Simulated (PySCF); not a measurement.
A calculated (UHF, PySCF 2.14, ANO-RCC-VTZP, scalar relativity by spin-free X2C-1e) atom or ion has these occupied shells.

```
shell  electrons  orbital energy (eV)  rms radius, mean of both spins (bohr)
 1s β          1              -5536.9                                 0.0768
 1s α          1              -5536.9                                 0.0768
 2s α          1              -674.52                                  0.332
 2s β          1              -672.89                                  0.332
 2p α          3              -563.20                                  0.303
 2p β          3              -561.55                                  0.303
 3s α          1              -106.95                                   1.02
 3s β          1              -101.10                                   1.02
 3p α          3              -75.173                                   1.11
 3p β          3              -67.958                                   1.11
 3d α          3              -30.323                                   1.44
```

(1) Name the element and its charge.

## Answers

(1) V(2+) (vanadium, charge +2), in [Ar] 3d3, high-spin 4F determinant.
